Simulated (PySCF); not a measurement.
# Two-component Hartree-Fock for Sr (strontium, neutral)

Start: [Kr] 4d2; 4d5/2 filled at m_j = +3/2, +5/2. Calculated with PySCF 2.14 in x2c-TZVPall-2c with one added diffuse shell each of s, p, d type (9s10p8d1f, 86 functions): generalised Hartree-Fock with the X2C-1e Hamiltonian and a Gaussian nucleus; one run each with spin-orbit coupling (SO) switched off, then screened by Boettger's factors. This is a chosen level, not necessarily the ground level.

```csv
spinor shell,electrons,"ε, spin-free (eV)","ε, screened SO (eV)",weight of nominal j (screened SO),"rms radius, screened SO (bohr)"
1s1/2,2,-16196.2,-16195.5,1.000,0.0451
2s1/2,2,-2259.9,-2259.7,1.000,0.187
2p1/2,2,-2002.1,-2049.3,1.000,0.164
2p3/2,4,-2002.1,-1979.8,1.000,0.167
3s1/2,2,-378.03,-378.01,1.000,0.524
3p1/2,2,-292.29,-299.88,1.000,0.528
3p3/2,4,-292.29,-288.71,1.000,0.539
3d3/2,4,-150.45,-151.58,0.999,0.545
3d5/2,6,-150.45,-149.69,1.000,0.548
4s1/2,2,-51.175,-51.186,1.000,1.47
4p1/2,2,-28.340,-29.111,0.942,1.68
4p3/2,4,-28.340,-28.000,0.971,1.71
4d5/2,2,-2.834,-2.834,0.898,4.95
```

```csv
quantity,spin-free,screened SO
E (hartree),-3177.02931,-3177.27763
M_J,4,4
⟨J²⟩,20.004,20.004
⟨L²⟩,12.002,12.009
⟨S²⟩,2.002,2.009
```

Each row is a mean over spinors that exchange with the open shell spreads, by up to 1.509 eV (4p3/2).

Rows whose weight is well below 1 are mixtures of j = l ± 1/2: exchange outweighs spin-orbit coupling there, and the label is only the starting occupation.

Breit and QED terms are absent; they matter most for the inner s and p1/2 levels.

Densities and radii are taken from the X2C orbitals without a picture-change correction, which distorts them close to the nucleus.

Without spin-orbit coupling the j labels of p, d and f shells carry no meaning; the spin-free column gives the mean over the occupied spinors of each nl shell.
